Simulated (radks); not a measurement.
The numbers below are computed, except where a source is named.
All-electron atom: Hg+ in [Xe] 4f13 5d10 6s2 (not the ground configuration). Code: a radial shooting solver on a logarithmic mesh with Libxc functionals. Model: scalar-relativistic Kohn-Sham, BLYP, spin-polarised, spherical densities, point nucleus; open shells are filled with parallel spins first (spin-orbit coupling, left out, can overturn this in heavy ions).

X-ray form factor f0, the Fourier transform of the density (f0(0) = 79):

| sin(theta)/lambda (1/angstrom) | f0 (electrons) |
|---|---|
| 0.05 | 78.049 |
| 0.1 | 75.460 |
| 0.15 | 71.838 |
| 0.2 | 67.790 |
| 0.25 | 63.724 |
| 0.3 | 59.852 |
| 0.4 | 52.973 |
| 0.5 | 47.259 |
| 0.6 | 42.513 |
| 0.8 | 34.984 |
| 1 | 29.061 |
| 1.25 | 23.322 |
| 1.5 | 19.305 |
| 2 | 14.891 |
